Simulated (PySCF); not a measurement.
# Hartree-Fock beside MP2: F2OSi

These are calculations, not measurements. The program is PySCF 2.14.0, an open-source quantum chemistry code, run on an isolated molecule that a program drew, which may never have been made. The molecule is F2OSi (charge 0, singlet), drawn as the SMILES string `O=[Si](F)F`.

The geometry was optimised and harmonic frequencies were computed with HF and MP2, all in the cc-pV(D+d)Z basis, for the commonest isotopes, with a restricted reference for singlets and an unrestricted one otherwise, and a frozen core in MP2. Each result is a local minimum of its method.

Geometry at the HF minimum:
```xyz
4
F2OSi, angstrom
O    -1.9902   -4.3461   -0.0287
Si   -2.2340   -2.8965    0.1329
F    -2.6118   -2.1229    1.4473
F    -2.1743   -1.7797   -0.9705
```

Lengths of the bonds as drawn, in Å (atoms numbered as above):
| bond | HF | MP2 |
|---|---|---|
| O1-Si2 | 1.479 | 1.521 |
| Si2-F3 | 1.571 | 1.601 |
| Si2-F4 | 1.571 | 1.601 |

Rotational constants, in GHz:
```
constant     HF    MP2
       A  8.644  8.366
       B  7.404  7.028
       C  3.988  3.819
```

Harmonic frequencies in cm^-1, each column in rising order, so a row needn't be the same motion in every method:
| rank | HF | MP2 |
|---|---|---|
| 1 | 367 | 331 |
| 2 | 369 | 346 |
| 3 | 414 | 366 |
| 4 | 860 | ? |
| 5 | 1028 | 968 |
| 6 | 1430 | 1300 |

**Estimate the missing MP2 frequency from the HF column.**

A single factor s that minimises the squared misfit of MP2 against s times HF over the other rows is sum(HF x MP2) / sum(HF^2) = 0.9184, with an rms misfit of 14 cm^-1. For rank 4 it gives 0.9184 x 860 = 790 cm^-1. The calculation gives 794 cm^-1, 4 cm^-1 above the estimate. The drawn bonds are on average 2.2 % longer in MP2 than in HF.
